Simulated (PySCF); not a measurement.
Bi(OH)(TeH)2 (BiH3OTe2), SMILES [TeH][Bi]([TeH])[OH]. The structure is a stationary point at PBE0-D3(BJ)/def2-SVP. The structure was generated by enumeration; whether it is a known compound was not checked. The def2 effective core potentials stand for the cores of Bi, Te; spin–orbit coupling is left out. Other conformers were not sampled.

Question: Give the equilibrium geometry at PBE0-D3(BJ)/def2-SVP (PySCF confirms it by a frequency run) as Cartesian coordinates in Å. (An estimate is asked for; the answer gives what the named calculation found.)

Answer: One answer among several that fit: 
```xyz
7

Bi    -0.1003    -0.2643     1.0263
O     -1.4811    -1.8301     0.8559
H     -1.6658    -2.0288    -0.0720
Te    -1.2774     1.7745    -0.6331
H     -0.9481     0.9301    -2.0308
Te     1.6739    -1.0045    -1.0915
H      2.1649    -2.3604    -0.2512
```
Charge 0, spin multiplicity 1.
